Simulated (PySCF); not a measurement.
Vertical excitations of a molecule C3H6FNSi from TDDFT-CAM-B3LYP/def2-SVPD run with PySCF, as energy in eV (oscillator strength): 3.83 (0.002), 5.49 (0.003), 6.39 (0.165), 6.66 (0.038), 7.03 (0.628), 7.07 (0.109), 7.17 (0.028), 7.31 (0.107), 7.43 (0.208), 7.46 (0.095). Lowest triplet (TDA): 3.40 eV. Coordinates come from a PBE0-D3(BJ)/def2-SVP optimisation. One conformer was computed; it need not be the lowest.

Problem. Identify the compound among the candidates.
(A) F[C@@H]1CN=C[SiH2]1
(B) C=C=CN[SiH2]F
(C) NC(F)=C=C[SiH3]
(D) F[C@H]1C[SiH2]C=N1

Solution. C, NC(F)=C=C[SiH3]
